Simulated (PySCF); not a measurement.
Si(Cl)(Br)(OH)(OMe) (CH₄BrClO₂Si), SMILES Cl[Si](Br)(O)OC. Heavy atoms are numbered as in [CH3:1][O:2][Si:3]([OH:4])([Cl:5])[Br:6]. Hydrogens are named by the atom that carries them.

Coordinates come from a B3LYP-D3(BJ)/def2-SVP optimisation. The values are those of a single conformer.

Computed with PBE/pcSseg-1 (PySCF).

GIAO shieldings, no solvent; atoms alike by connectivity are averaged. δ = σ(ref) − σ: ¹³C against TMS (σ = 182.0 ppm); ¹⁷O against H2O (σ = 334.3 ppm); ²⁹Si against TMS (σ = 335.4 ppm); ³⁵Cl against HCl (σ = 936.5 ppm); ¹H against TMS (σ = 31.49 ppm), references at their B3LYP-D3(BJ)/def2-TZVP geometries, non-relativistic (without spin–orbit terms, shifts of atoms bonded to Cl or Br come out too high).

| nucleus | atoms | count | δ (ppm) |
|---|---|---|---|
| ¹³C | C1 (CH3) | 1 | 57.8 |
| ¹⁷O | O4 (OH) | 1 | 113.3 |
| ¹⁷O | O2 | 1 | 77.9 |
| ²⁹Si | Si3 | 1 | -25.6 |
| ³⁵Cl | Cl5 | 1 | 146.5 |
| ¹H | H on C1 | 3 | 4.20 |
| ¹H | H on O4 | 1 | 2.89 |
